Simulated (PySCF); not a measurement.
SMILES c1(sc(B)cc1)C=O at its GFN2-xTB optimised geometry (Å):

```
13

B      0.7505     2.5961     0.0004
C      0.5221     1.0863     0.0001
C      1.4712     0.0743     0.0002
C      0.9374    -1.2105     0.0000
C     -0.4459    -1.2105     0.0000
C     -1.3213    -2.3618     0.0002
O     -2.5267    -2.3293     0.0012
S     -1.0729     0.3979     0.0000
H     -0.1624     3.3234     0.0000
H      1.8451     3.0035     0.0008
H      2.5267     0.2827     0.0003
H      1.5225    -2.1135     0.0000
H     -0.7685    -3.3234    -0.0006
```

Computed with PySCF with B3LYP/def2-TZVP. Cells within 0.4 Å of a nucleus heavier than hydrogen are left out (blank, or x).

Map of the deformation density (molecule minus spherical neutral atoms) (e/bohr³) on the plane z = 0.0 Å:

```
|11111111111111111111111111111|
|11111111111111111111111111111|
|11111111111111111111111111111|
|11111111111111111111111111111|
|11111111111111111111111111111|
|11111111111112531221111111111|
|11111111111114963474111111111|
|111111111111125xx784111111111|
|1111111111111124x432111111111|
|11111111111111267211111111111|
|11111111111001277201111111111|
|111111111110022xx100111111111|
|111111111231255xx611211111111|
|11111111123xx22169x6820111111|
|11111111110120001xx7621111111|
|11111111100253002851111111111|
|11111111100243224941111111111|
|111111111001xx99xx10111111111|
|1111112221049x44x841111111111|
|11111128742772012781111111111|
|1111112xx9xx20001220111111111|
|11111127532861111101111111111|
|11111112211692111111111111111|
|11111111111231111111111111111|
|11111111111111111111111111111|
|11111111111111111111111111111|
|11111111111111111111111111111|
|11111111111111111111111111111|
|11111111111111111111111111111|
```
Scale: ten equal steps from -0.023 (start of '0') to 0.116 (end of '9'), in the order '0123456789'; x runs from -5.50 to 5.50, y from -5.50 (bottom) to 5.50 (top).
